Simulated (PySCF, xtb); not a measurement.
B(OH)(NH2)(NMe2) (C2H9BN2O), SMILES N(C)(C)B(N)O.

Coordinates come from a ωB97X-D3(BJ)/def2-SVP optimisation. Other conformers were not sampled.

Method: PySCF with C-PCM-ωB97X/def2-SVP.

The values are the electrostatic part of the solvation free energy, E(continuum) − E(gas) at the gas-phase geometry, in a cavity of scaled van der Waals radii (PySCF's table); cavitation and dispersion terms are not included. In vacuum the orbital gap is 12.06 eV. The dipole moment in vacuum is 1.39 D.

Problem. Estimate the values in water (ε = 78.36), acetone (ε = 20.49), benzene (ε = 2.27). (The exact figures need the calculation; the answer reports its results.)

Solution. 
```
solvent      ε  ΔG(elec) (kcal/mol)  dipole (D)  gap (eV)
-------  -----  -------------------  ----------  --------
water    78.36                 -6.2        1.71     12.23
acetone  20.49                 -6.0        1.69     12.23
benzene   2.27                 -3.4        1.55     12.16
```

For comparison, GFN2-xTB/ALPB(water) (xtb, at the GFN2-xTB geometry, all terms of that model) gives -5.4 kcal/mol.
